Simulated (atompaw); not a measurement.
## PBE PAW (atompaw) dataset for Te, scalar-relativistic all-electron reference.

| Quantity | Value |
| --- | --- |
| Element | tellurium (Te) |
| Generator | atompaw 4.2.0.5 |
| Type | PAW |
| Functional | PBE |
| Relativity | scalar-relativistic |
| Frozen core | [Kr] 4d10 |
| Valence charge | 6 |
| Reference configuration | 5s2 5p4 |
| Partial waves | 5s (bound): rc 2.35 bohr; 5s channel at -0.05 Ry: rc 1.75 bohr; 5p (bound): rc 2.35 bohr; 5p channel at 0.8 Ry: rc 2.35 bohr |
| Local potential | bessel scheme, radius 1.80 bohr |
| Core correction | smooth core density matched at 1.42 bohr |
| Augmentation charge | sinc compensation charge, radius 2.15 bohr; PAW radius 2.35 bohr; waves and projectors: custom rrkj gramschmidtortho |

Question: Estimate the cutoffs (Ry, on a coarse ladder) from which the occupation-weighted sum of valence levels, in a spherical-Bessel basis at the reference potential, stays within 10 and 1 mRy of its value at 400 Ry.

Answer: 8 Ry and 15 Ry.

Question: Does the potential have ghost states?

Answer: No extra level below or beside the all-electron valence levels (s, p, d, f tested).

Question: Is the overlap operator S = 1 + Σ q|β⟩⟨β| positive definite (Bessel basis up to 400 Ry)?

Answer: Yes: its lowest eigenvalue is 0.05 (s channel).

Question: Which valence shell sets the plane-wave cutoff?

Answer: 5p: its level needs 10 Ry to come within 1 mRy, against 6 Ry for 5s.
